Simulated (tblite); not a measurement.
C₈H₁₀AlN.
Cartesian coordinates in Å at the GFN2-xTB level; atoms count from 1:
```xyz
20
C8H10AlN angstrom
C      3.4354    0.7684   -1.3698
C      2.7099   -0.2965   -0.7645
N      2.1277   -1.1670   -0.2944
Al     0.7594   -1.8110    1.0050
C     -0.6874   -0.5119    0.4908
C     -0.6953    0.8822    0.6050
C     -1.7991    1.6368    0.2490
C     -2.9363    1.0132   -0.2392
C     -2.9636   -0.3659   -0.3657
C     -1.8536   -1.1072   -0.0037
H      3.0932    1.7170   -0.9560
H      3.2629    0.7620   -2.4460
H      4.5008    0.6501   -1.1720
H      1.6622   -1.5158    2.2526
H      0.4885   -3.2940    0.6183
H      0.1887    1.3796    0.9918
H     -1.7786    2.7145    0.3496
H     -3.7998    1.6011   -0.5183
H     -3.8511   -0.8547   -0.7457
H     -1.8689   -2.1901   -0.0995
```

All values are computed: GFN2-xTB (tblite) harmonic vibrations without scaling, gas phase. Against measured fundamentals such values can be off by several per cent, at times by over 20. Modes of hydrogen on aluminium can be 10 to 20 % off. One conformer, not necessarily the lowest. The optimisation stopped once no atom felt more than 0.01 eV/Å.

Lowest wavenumbers of the output (negative numbers stand for imaginary wavenumbers):
```
mode    cm-1
  1     -45.6
  2      17.9
  3      20.9
  4      59.2
  5      74.1
  6      82.5
  7     144.3
  8     296.6
  9     331.6
 10     343.9
```

Q: Is this structure a minimum?

A: Not by this Hessian. 1 mode is imaginary beyond 20i (46i cm⁻¹), so at this level the point lies at or near a first-order saddle. The curvature is small, so loose convergence or finite differences may be the whole cause.

Q: Which atoms move in the imaginary mode?

A: 46i: H11 (methyl hydrogen) 34 %, H13 (methyl hydrogen) 33 %, H12 (methyl hydrogen) 32 %. These are shares of the mass-weighted motion.

Q: What is the remedy?

A: Step along that mode in both directions, optimise again with tighter thresholds and repeat the frequencies. The zero-point energy of this point (90.4 kcal/mol) counts the 53 real modes alone, and thermal corrections from it aren't those of a minimum.

Time: 0.98 s wall. Hardware: one thread of an Arm Neoverse V1, on a shared host. The figure is for the frequency step alone.
